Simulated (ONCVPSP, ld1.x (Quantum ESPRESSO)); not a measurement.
Hardness and transferability of assorted potentials

Generated with ld1.x 7.5 (TM, RRKJ, ultrasoft, PAW), atompaw 4.2 or ONCVPSP 4.0.1. The cutoff is in Ry: for ld1.x and atompaw files where the sum of valence levels is converged to 10 mRy in a Bessel basis, for ONCV files where the hardest occupied wave has 1 mHa per electron of residual kinetic energy. The error is the largest all-electron minus pseudo excitation energy over each file’s own four to seven test configurations (ionisations up to +4, promotions, holes and added fractions of an electron), all of which were solved. The labels leave out finer settings (local radius, basis sizes, second energies), which also bear on the numbers. Spin-polarised tests are not counted. The rows are a selection from randomly drawn settings: files with unsolved tests, undetermined cutoffs or missed reference levels are left out.

A true bound ghost makes a file unfit for plane-wave use even where its test errors are small: the radial tests pick states by their node count and pass the ghost by.

| element | potential | cutoff (Ry) | largest error (meV) | bound ghosts |
| --- | --- | --- | --- | --- |
| V | ONCV, PBEsol, scalar-relativistic, rc 1.20/1.06/2.12 (spd), local smoothed, core correction yes, reference 3s2 3p6 3d3 4s0.5, qcut 11.9/13.5/7.1, projectors 2/1/2 | 98 | -150 | none |
| Kr | RRKJ, LDA (PZ), scalar-relativistic, rc 1.35/1.40/1.35 (spd), local s, core correction no, reference 4s2 4p6 | 55 | +81 | d |
| Mo | ONCV, LDA (Perdew-Wang 92), non-relativistic, rc 3.35/2.90/2.05 (spd), local smoothed, core correction yes, reference 4d5 5s1, qcut 1.7/3.3/7.9, projectors 1/2/2 | 38 | -446 | s |
| Sn | ONCV, PBE, scalar-relativistic, rc 1.50/1.60/1.05 (spd), local smoothed, core correction yes, reference 4s2 4p6 4d10 5s2 5p2, qcut 6.4/7.8/9.8, projectors 2/2/2 | 88 | -15 | none |
| Sb | ultrasoft, LDA (PZ), scalar-relativistic, rc 1.90/2.40/1.20 (spd), local smoothed, core correction no, reference 4d10 5s2 5p3 | 100 | -9.5 | none |
| Ce | ONCV, PBEsol, scalar-relativistic, rc 2.80/2.95/2.95/1.65 (spdf), local smoothed, core correction yes, reference 4f1 5s2 5p6 5d1 6s1.5 6p0.5, qcut 5.6/4.4/6.2/8.6, projectors 2/2/2/1 | 71 | +683 | none |
| Gd | ONCV, LDA (Perdew-Zunger), non-relativistic, rc 2.60/2.10/3.25/1.10 (spdf), local smoothed, core correction no, reference 4f7 5s2 5p6 5d1 6s1, qcut 4.4/5.2/4.5/12.6, projectors 2/2/3/2 | 168 | +38 | s |
| Yb | TM, LDA (PZ), scalar-relativistic, rc 2.65/2.90/2.95/2.45 (spdf), local s, core correction no, reference 5d1.5 6s1.5 6p0 | 18 | +227 | none |

Problem. Fill in the row for Ru: ONCV, PBE, scalar-relativistic, rc 1.75/1.90/1.35 (spd), local smoothed, core correction yes, reference 4s2 4p6 4d8, qcut 7.8/9/8.1, projectors 3/1/1.

Solution. cutoff 50 Ry, largest error +2.2 meV, bound ghosts: none.
